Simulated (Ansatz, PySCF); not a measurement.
C₂H₆Cd. Atoms are numbered in the order given.

```xyz
9

Cd     0.0000     0.0000     0.0000
C      0.0000     0.0000    -2.1346
H      0.8923     0.5152    -2.5240
H     -0.8923     0.5152    -2.5240
H      0.0000    -1.0303    -2.5240
C      0.0000     0.0000     2.1346
H      0.8923    -0.5152     2.5240
H     -0.8923    -0.5152     2.5240
H      0.0000     1.0303     2.5240
```
Charge 0, spin multiplicity 1.

Geometry: B3LYP-D3(BJ)/def2-SVP. The isomer is the one that the SMILES or the coordinates give; other isomers of the formula were not compared. The def2 effective core potentials stand for the cores of Cd; spin–orbit coupling is left out.

Vertical ionisation energy (IE) and electron affinity (EA) in eV. Rows of orbital energies are one-electron estimates. Where ΔSCF, EOM or ADC give a negative EA the extra electron is unbound and the value depends on the basis.

| level | IE | EA |
|---|---|---|
| −ε(HOMO), −ε(LUMO), ωB97X/def2-TZVPD (PySCF) | 9.10 | -1.61 |
| −ε(HOMO), −ε(LUMO), PBE/def2-TZVPD (PySCF) | ___ | ___ |
| ΔSCF, PBE0/def2-SVPD (Ansatz), final states of multiplicity 2 and 2 | 8.84 | -1.23 |
| ΔSCF, PBE/def2-SVPD (Ansatz), final states of multiplicity 2 and 2 | 8.78 | -1.17 |

Question: Fill in the missing entries. (An estimate is asked for; the answer gives what the named calculation found.)

Answer: 
- −ε(HOMO), −ε(LUMO), PBE/def2-TZVPD (PySCF), IE: 5.79
- −ε(HOMO), −ε(LUMO), PBE/def2-TZVPD (PySCF), EA: 0.78

Question: What vertical singlet–triplet gap does ΔSCF give with PBE0/def2-SVPD (Ansatz, a first-principles code) and with PBE/def2-SVPD (Ansatz)? (An estimate is asked for; the answer gives what the named calculation found.)

Answer: 5.04 and 4.87 eV (triplet above singlet where positive).
